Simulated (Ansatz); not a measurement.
Cartesian coordinates in Å:
```
C 0.063 -2.009 -1.196
B -0.407 -1.256 0.070
Si 0.616 0.244 0.923
Si -0.444 2.298 0.515
Cl 2.551 0.394 0.175
H -0.314 -3.031 -1.278
H -0.417 -1.453 -2.021
H 1.136 -1.978 -1.391
H -1.489 -1.486 0.538
H 0.734 0.058 2.397
H -1.807 2.291 1.114
H -0.568 2.515 -0.951
H 0.345 3.412 1.105
```

Charge 0, multiplicity 1.

(1) List the r2SCAN/def2-TZVPP orbital energies in eV (Ansatz 0.2.0). (Best estimate.)

Results:

(1) The calculation gave: Occupied: -2753.13, -1791.49, -1791.01, -272.78, -254.52, -193.06, -192.92, -192.92, -180.81, -141.91, -141.51, -96.84, -96.75, -96.71, -96.37, -96.36, -96.36, -21.23, -18.60, -14.58, -13.15, -11.78, -10.73, -10.46, -9.85, -9.13, -9.00, -8.78, -8.53, -8.38, -7.43, -6.70. Lowest empty: -2.80, -0.89, -0.13, 0.40, 0.85, 1.14, 1.40, 1.84.
